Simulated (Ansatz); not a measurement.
Cartesian coordinates (Å):
SMILES: F[SiH3]
```xyz
5

F      1.5485    -0.1513    -0.0383
Si    -0.0427     0.0042     0.0011
H     -0.3768     1.4085    -0.2990
H     -0.6197    -0.8963    -1.0139
H     -0.5093    -0.3651     1.3500
```
Charge 0, multiplicity 1.

Method: frozen-core CCSD(T)/cc-pVTZ // CAM-B3LYP-D3(BJ)/def2-TZVP in Ansatz (a program for electronic structure).

```
Item                           Result
----------------------  -------------
HF energy               -390.22558 Ha
MP2 correlation energy    -0.38389 Ha
```

Question: Estimate the CCSD correlation energy, the (T) correction, the total energy and the T1 diagnostic.

Answer: 
```
Property                         Value
-----------------------  -------------
CCSD correlation energy    -0.40525 Ha
(T) correction             -0.01049 Ha
CCSD(T) total energy     -390.64132 Ha
T1 diagnostic                    0.011
```
